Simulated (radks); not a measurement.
Initial-state core-level shifts of neutral chlorine when its valence configuration changes from [Ne] 3s2 3p5. Method: non-relativistic Kohn-Sham, PBEsol, spin-unpolarised, spherical densities, point nucleus; computed with a radial shooting solver on a logarithmic mesh with Libxc functionals. Shifts are changes of the shell-averaged eigenvalues in eV (positive: less bound); the change of the density at the nucleus, which sets a Mossbauer isomer shift, is in e/bohr^3, on a base of 3215.

valence          1s      2s      2p  density at nucleus
3s1.5 3p5.5  -0.671  -0.669  -0.659             -5.7336
3s1 3p6      -1.322  -1.321  -1.302            -11.5628
